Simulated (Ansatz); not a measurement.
System: sum formula Si₂N₂H₉ (charge +1, singlet). It need not be the lowest isomer of its formula. 
Coordinates optimised at B3LYP-D3(BJ)/def2-TZVP (Ansatz, a quantum-chemistry and plane-wave program):
```
N
H 1 1.0138
Si 1 1.6773 2 116.48
H 3 1.4657 1 115.11 2 -152.75
H 3 1.4672 4 116.85 1 -139.83
Si 1 1.7753 2 115.67 3 -174.40
H 6 1.4723 1 110.29 2 64.72
H 6 1.4742 7 111.49 1 120.64
H 6 1.4790 7 111.70 8 124.83
N 3 1.9308 4 98.84 5 -105.80
H 10 1.0219 3 111.70 4 -179.12
H 10 1.0221 11 106.90 3 -121.94
H 10 1.0230 11 107.26 12 -114.57
```
Charge +1, spin multiplicity 1.

Basis-set convergence of Hartree-Fock and MP2 correlation energies (hartree) with Ansatz. Correlated levels leave the core frozen unless marked. No spin-orbit coupling. No relativistic terms.

```tsv
basis	functions	E(HF)	E(corr, MP2)
cc-pV(D+d)Z	119	-691.87850	-0.54566
cc-pV(T+d)Z	264	-691.94908	-0.67724
cc-pV(Q+d)Z	508	-691.96493	-0.72463
```

Extrapolating the two largest sets (X = 3 and 4) as X^-3: E(corr) = (64·(-0.72463) - 27·(-0.67724))/37 = -0.7592 Eh, an estimate of the basis-set limit. The largest set recovers 95.4 % of it, the smallest 71.9 %.
